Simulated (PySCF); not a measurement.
The same groups moved round the core (styrene methoxy). All species are isolated molecules in the gas phase. One relaxed conformer stands for each flexible species; it need not be the lowest. Strings in code marks are SMILES.

Level of theory: PBE-D3(BJ)/def2-TZVP // B3LYP-D3(BJ)/def2-SVP (PySCF). All candidates: neutral, multiplicity 1. Delta-SCF ions had no search for a lower state. Excitations are Tamm–Dancoff values on a coarser integration grid. The basis has no diffuse functions, so Rydberg states are missing or too high.

```
Item                                     Result
--------------------------------------  -------
HOMO–LUMO gap                           3.31 eV
vertical ionisation energy (Delta-SCF)  7.61 eV
S1 excitation (TDA)                     3.97 eV
```

**Question.** Which member has these values?
(A) `C=Cc1ccccc1OC` (C–C–C–C torsion 10°, C–C–O–C torsion -179°)
(B) `C=C(OC)c1ccccc1` (C–C–O–C torsion 2°, O–C–C–C torsion 19°)
(C) `C=Cc1ccc(OC)cc1` (C–C–C–C torsion -1°, C–C–O–C torsion -180°)

**Answer.** A, `C=Cc1ccccc1OC` (C–C–C–C torsion 10°, C–C–O–C torsion -179°). The others give `C=C(OC)c1ccccc1` (C–C–O–C torsion 2°, O–C–C–C torsion 19°): 3.61 eV, 7.82 eV, 4.26 eV; `C=Cc1ccc(OC)cc1` (C–C–C–C torsion -1°, C–C–O–C torsion -180°): 3.41 eV, 7.48 eV, 4.25 eV
